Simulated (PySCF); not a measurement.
## Spin states of SeF

Unrestricted PBE0; PySCF, scalar-relativistic core potentials, basis sets Se aug-cc-pVDZ-PP with ECP10, F aug-cc-pVDZ. Outer shells of the fragments: Se 3d10 4s2 4p4; F 2s2 2p5.

Followed along the bond (rough minima from three points):

| 2Ms+1 | unpaired | ⟨S²⟩ at the start | R at minimum (Å) | Te (eV) |
| --- | --- | --- | --- | --- |
| 2 | π ↑ | 0.75 | 1.77 | 0.00 |
| 4 | σ ↑, π ↑↑ | 3.75 | none in the scan | ≤ 1.55 |

Solutions found at the starting distance of 1.730 Å, counted from the lowest of them; the search is not exhaustive and high or unbound solutions are not listed, so other states can lie among these:

```csv
2Ms+1,unpaired,term,E (eV),⟨S²⟩,⟨Lz²⟩,μ (D)
2,π ↑,²Π,0.00,0.75,1.01,-1.41
4,"σ ↑, π ↑↑",⁴Σ⁻,2.07,3.75,0.00,-1.27
2,"σ ↓, π ↑↑",mixed,2.77,1.76,0.00,-1.10
2,"σ ↑, π ↑↓",mixed,2.78,1.76,2.02,-1.13
2,σ ↑,mixed,3.90,0.75,2.00,-0.93
4,π ↑↑↑,⁴Π,7.27,3.75,1.00,-0.02
2,π ↑,²Π,7.46,0.76,1.01,-0.74
4,"σ ↑↑, π ↑",⁴Π,7.81,3.76,1.01,0.87
4,"σ ↑, π ↑↑",mixed,7.94,3.75,2.01,2.61
```

A term symbol is given only where ⟨S²⟩ and ⟨Lz²⟩ are close to those of a pure state; real π, δ and φ orbitals otherwise mix terms. A positive dipole means Se(−)F(+).

Spin–orbit coupling is left out. Counting both spins, an empty level lies below a filled one in some of these solutions, because spin and occupation are held.
